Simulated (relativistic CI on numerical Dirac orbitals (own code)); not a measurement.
# Forbidden lines of Cd XXX

Calculated at this level of theory: Dirac-Coulomb-Breit CI, KLI orbitals optimised for each configuration, model QED (radiative potential, 1s self-energy scaled to tabulated hydrogen-like ionisation energies), unscaled Slater integrals (own radial code, finite nucleus).

Configurations in the expansion (outside the closed core [Ne]): 3s²3p⁶3d, 3s²3p⁵3d², 3s3p⁶3d², 3s²3p⁶4s, 3s²3p⁶4p, 3s²3p⁶4d, 3s²3p⁵3d4s, 3s²3p⁶4f, 3s²3p⁵3d4p, 3s²3p⁵3d4d, 3s3p⁶3d4s, 3p⁶3d²4p, 3s²3p⁵3d4f, 3s3p⁶3d4p, 3s²3p⁶5s, 3s²3p⁶5p, 3s3p⁶3d4d, 3s²3p⁶5d, 3s²3p⁶5f, 3s3p⁶3d4f, 3s²3p⁶5g, 3p⁶3d³, 3p⁵3d⁴, 3p⁵3d³4s, 3p⁶3d²4s, 3p⁵3d²4s², 3p⁶3d²4d, 3p⁵3d³4d, 3p⁵3d²4s4d. Double excitations out of closed p, d and f shells are left out; levels of such configurations are missing from the list, as are those of other unlisted configurations, and high levels can miss mixing partners. These lack a partner that the ground configuration has and come out too high: 3s²3p⁵3d4p, 3s²3p⁵3d4f.

| λ vac (Å) | Lower | Upper | Type | A (s⁻¹) | gf | Branching (%) |
| --- | --- | --- | --- | --- | --- | --- |
| 15.965 | 3s²3p⁵3d² ⁴G°11/2 [11] | 3s²3p⁵3d4d ⁴H°13/2 [379] | E2 | 8.27e+08 | 4.42e-04 | 2.1 |
| 18.632 | 3s²3p⁵3d² ⁴G°7/2 [6] | 3s²3p⁵3d4s ⁴F°9/2 [178] | E2 | 3.94e+07 | 2.05e-05 | 2.8 |
| 18.678 | 3s²3p⁵3d² ⁴D°5/2 [5] | 3s²3p⁵3d4s ⁴F°7/2 [166] | E2 | 1.62e+08 | 6.78e-05 | 2.6 |
| 18.683 | 3s²3p⁵3d² ⁴D°5/2 [7] | 3s²3p⁵3d4s ⁴F°9/2 [178] | E2 | 6.93e+07 | 3.63e-05 | 4.9 |
| 18.733 | 3s²3p⁶3d ²D3/2 [1] | 3s²3p⁶4s ²S1/2 [81] | E2 | 7.56e+08 | 7.95e-05 | 21.0 |
| 18.742 | 3s²3p⁵3d² ⁴D°7/2 [8] | 3s²3p⁵3d4s ⁴F°9/2 [178] | E2 | 1.74e+08 | 9.17e-05 | 12.3 |
| 18.750 | 3s²3p⁵3d² ⁴G°9/2 [9] | 3s²3p⁵3d4s ⁴F°9/2 [178] | E2 | 2.16e+08 | 1.14e-04 | 15.3 |
| 18.767 | 3s²3p⁵3d² ⁴G°7/2 [6] | 3s²3p⁵3d4s ⁴F°7/2 [166] | E2 | 2.67e+08 | 1.13e-04 | 4.3 |
| 18.844 | 3s²3p⁵3d² ⁴G°11/2 [11] | 3s²3p⁵3d4s ⁴F°9/2 [178] | E2 | 5.26e+08 | 2.80e-04 | 37.1 |
| 18.862 | 3s²3p⁵3d² ⁴P°5/2 [13] | 3s²3p⁵3d4s ⁴F°9/2 [178] | E2 | 8.99e+07 | 4.79e-05 | 6.3 |
| 18.887 | 3s²3p⁵3d² ⁴G°9/2 [9] | 3s²3p⁵3d4s ⁴F°7/2 [166] | E2 | 1.99e+08 | 8.50e-05 | 3.2 |
| 18.982 | 3s²3p⁵3d² ⁴G°11/2 [11] | 3s²3p⁵3d4s ⁴F°7/2 [166] | E2 | 3.03e+08 | 1.31e-04 | 4.9 |
| 18.999 | 3s²3p⁶3d ²D5/2 [2] | 3s²3p⁶4s ²S1/2 [81] | E2 | 1.13e+09 | 1.23e-04 | 31.6 |
| 19.088 | 3s²3p⁵3d² ⁴F°9/2 [16] | 3s²3p⁵3d4s ⁴F°9/2 [178] | E2 | 6.34e+07 | 3.46e-05 | 4.5 |
| 19.155 | 3s²3p⁵3d² ²H°11/2 [19] | 3s²3p⁵3d4s ⁴F°9/2 [178] | E2 | 8.62e+07 | 4.74e-05 | 6.1 |
| 19.286 | 3s²3p⁵3d² ²F°7/2 [22] | 3s²3p⁵3d4s ⁴F°9/2 [178] | E2 | 4.03e+07 | 2.24e-05 | 2.8 |
| 19.377 | 3s²3p⁵3d² ⁴G°11/2 [11] | 3p⁵3d⁴ ²K°15/2 [134] | E2 | 8.26e+04 | 7.44e-08 | n/a |
| 19.705 | 3s²3p⁵3d² ²H°11/2 [19] | 3p⁵3d⁴ ²K°15/2 [134] | E2 | 7.35e+04 | 6.85e-08 | n/a |
| 19.712 | 3s²3p⁵3d² ⁴G°11/2 [11] | 3p⁵3d⁴ ⁴I°15/2 [111] | E2 | 3.88e+04 | 3.62e-08 | n/a |
| 20.052 | 3s²3p⁵3d² ²H°11/2 [19] | 3p⁵3d⁴ ⁴I°15/2 [111] | E2 | 7.46e+04 | 7.20e-08 | n/a |
| 36.169 | 3s3p⁶3d² ²G7/2 [57] | 3p⁶3d³ ²D3/2 [82] | E2 | 3.23e+07 | 2.54e-05 | n/a |
| 38.901 | 3s3p⁶3d² ⁴F7/2 [50] | 3p⁶3d³ ⁴F5/2 [65] | E2 | 2.70e+07 | 3.67e-05 | n/a |
| 38.922 | 3s3p⁶3d² ²G9/2 [58] | 3p⁶3d³ ²H11/2 [75] | E2 | 3.57e+07 | 9.72e-05 | n/a |
| 38.985 | 3s3p⁶3d² ²F5/2 [55] | 3p⁶3d³ ²H9/2 [71] | E2 | 3.13e+07 | 7.12e-05 | n/a |
| 39.681 | 3s3p⁶3d² ²F7/2 [61] | 3p⁶3d³ ²H11/2 [75] | E2 | 2.24e+07 | 6.33e-05 | n/a |
| 208.74 | 3s²3p⁵3d² ⁴G°11/2 [11] | 3s²3p⁵3d² ²G°9/2 [40] | M1 | 2.90e+04 | 1.90e-06 | 3.5 |
| 239.73 | 3s²3p⁵3d² ⁴D°7/2 [8] | 3s²3p⁵3d² ²G°9/2 [36] | M1 | 2.52e+04 | 2.17e-06 | 3.4 |
| 243.07 | 3s²3p⁵3d² ⁴F°9/2 [16] | 3s²3p⁵3d² ²G°9/2 [40] | M1 | 3.67e+04 | 3.25e-06 | 4.5 |
| 254.45 | 3s²3p⁵3d² ²H°11/2 [19] | 3s²3p⁵3d² ²G°9/2 [40] | M1 | 4.81e+05 | 4.67e-05 | 58.7 |
| 257.67 | 3s²3p⁵3d² ⁴G°11/2 [11] | 3s²3p⁵3d² ²G°9/2 [36] | M1 | 4.74e+05 | 4.72e-05 | 63.2 |
| 277.83 | 3s²3p⁵3d² ²G°7/2 [14] | 3s²3p⁵3d² ²G°9/2 [36] | M1 | 2.54e+04 | 2.94e-06 | 3.4 |
| 300.40 | 3s²3p⁵3d² ²G°9/2 [24] | 3s²3p⁵3d² ²G°9/2 [40] | M1 | 1.89e+05 | 2.56e-05 | 23.1 |
| 312.08 | 3s²3p⁵3d² ⁴F°9/2 [16] | 3s²3p⁵3d² ²G°9/2 [36] | M1 | 1.52e+05 | 2.22e-05 | 20.3 |
| 316.68 | 3s²3p⁵3d² ²F°7/2 [18] | 3s²3p⁵3d² ²G°9/2 [36] | M1 | 2.58e+04 | 3.88e-06 | 3.4 |
| 401.25 | 3s²3p⁵3d² ²G°7/2 [27] | 3s²3p⁵3d² ²G°9/2 [40] | M1 | 4.86e+04 | 1.17e-05 | 5.9 |
| 413.35 | 3s²3p⁵3d² ²G°9/2 [24] | 3s²3p⁵3d² ²G°9/2 [36] | M1 | 1.58e+04 | 4.05e-06 | 2.1 |
| 484.06 | 3s²3p⁵3d² ⁴G°7/2 [6] | 3s²3p⁵3d² ²G°9/2 [24] | M1 | 1.66e+03 | 5.83e-07 | 14.6 |
| 567.66 | 3s²3p⁵3d² ⁴D°1/2 [3] | 3s²3p⁵3d² ⁴P°1/2 [15] | M1 | 6.44e+03 | 6.22e-07 | 42.7 |
| 578.85 | 3s²3p⁵3d² ⁴G°9/2 [9] | 3s²3p⁵3d² ²G°9/2 [24] | M1 | 1.93e+03 | 9.68e-07 | 16.9 |
| 847.40 | 3s²3p⁵3d² ²G°7/2 [14] | 3s²3p⁵3d² ²G°9/2 [24] | M1 | 3.40e+03 | 3.66e-06 | 29.9 |
| 887.72 | 3s²3p⁵3d² ⁴G°9/2 [9] | 3s²3p⁵3d² ²H°11/2 [19] | M1 | 3.83e+03 | 5.43e-06 | 60.4 |
| 1034.1 | 3s²3p⁵3d² ⁴D°7/2 [8] | 3s²3p⁵3d² ⁴F°9/2 [16] | M1 | 4.75e+03 | 7.62e-06 | 57.2 |
| 1061.0 | 3s²3p⁵3d² ⁴G°9/2 [9] | 3s²3p⁵3d² ⁴F°9/2 [16] | M1 | 1.77e+03 | 2.99e-06 | 21.4 |
| 1162.0 | 3s²3p⁵3d² ⁴G°11/2 [11] | 3s²3p⁵3d² ²H°11/2 [19] | M1 | 2.50e+03 | 6.08e-06 | 39.5 |
| 1338.7 | 3s²3p⁶3d ²D3/2 [1] | 3s²3p⁶3d ²D5/2 [2] | M1 | 4.48e+03 | 7.22e-06 | 100.0 |

Terms are leading LS components. Brackets give the number of a level in order of energy, since labels repeat. The list gives strong lines, with weight on those to low levels, among the lowest 400 of 2758 levels, so that lines to higher ones, which can be the strongest, are missing. Levels whose partners in the same complex of configurations lie outside the list can be far off, and so can their lines. Rates are taken at the computed energies, electric ones in the length gauge.

At this charge energies of transitions that change n are usually good to better than 1 %, and those within a shell (Δn = 0) to a few per cent.

LS names give the leading component of a level, which can be under half, so a name can repeat, a term be missing and a line seem to break the LS rules.
